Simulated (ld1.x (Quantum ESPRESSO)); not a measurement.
**selenium (Se): what ld1.x (Quantum ESPRESSO) 7.5 does with a changed input**

Command:

```bash
ld1.x < Se.in > Se.out
```

Input:

```
&input
   title='Se', zed=34., rel=1, dft='GGA', iswitch=3,
   config='[Ar] 3d10 4s2 4p1',
   nld=3, rlderiv=1.60, eminld=-9.0, emaxld=5.0, deld=0.04
 /
 &inputp
   pseudotype=2, tm=.true., lloc=-1, rcloc=1.10,
   nlcc=.true., new_core_ps=.true., rcore=0.55,
   file_pseudopw='Se.UPF', file_wfcaegen='ae.wfc', file_wfcncgen='nc.wfc', file_beta='beta', file_chi='chi'
 /
3
4S  1  0   2.00   0.00  1.45  1.45  0.0
4P  2  1   1.00   0.00  1.40  1.40  0.0
3D  3  2  10.00   0.00  0.85  0.85  0.0
 &test
   configts(1)='3d10 4s2 4p1'
 /
```

Output:

```
Program LD1 v.7.5

 %%%%%%%%%%%%%%%%%%%%%%%%%%%%%%%%%%%%%%%%%%%%%%%%%%%%%%%%%%%%%%%%%%%%%%%%%%%%%%
     Error in routine set_dft_from_name (1):
     GGA: unrecognized dft
 %%%%%%%%%%%%%%%%%%%%%%%%%%%%%%%%%%%%%%%%%%%%%%%%%%%%%%%%%%%%%%%%%%%%%%%%%%%%%%

     stopping ...
```

Problem. This input was made by a single change from one that runs to its end. What was changed?

Solution. The change: functional typed as GGA. The program refuses the input: "set_dft_from_name: GGA: unrecognized dft".
